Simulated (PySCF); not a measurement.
The PySCF input:
```python
from pyscf import gto, scf, dft

mol = gto.M(
    atom='''
Cl   -1.642920   -1.653476   -0.117481
B    -0.778885   -0.075098   -0.063347
Cl   -1.924122    1.309551   -0.172628
B     0.778885    0.075098    0.063347
Cl    1.924122   -1.309551    0.172628
Cl    1.642920    1.653476    0.117481
''',
    basis='3-21g',
    charge=-1,
    spin=1,
    verbose=4,
    symmetry=True,
)

mf = dft.UKS(mol)
mf.xc = 'b3lyp'
mf.kernel()
mf.analyze()
```

**Question.** What does this run give for the nuclear repulsion energy, HOMO energy, total energy, <S^2>?

**Answer.** 
```
Item                              Value
------------------------  -------------
nuclear repulsion energy    422.0753 Eh
HOMO energy                    -0.28 eV
total energy              -1881.6243 Eh
<S^2>                             0.752
```

These values belong to the state on which the SCF converged, which isn't shown to be the lowest.
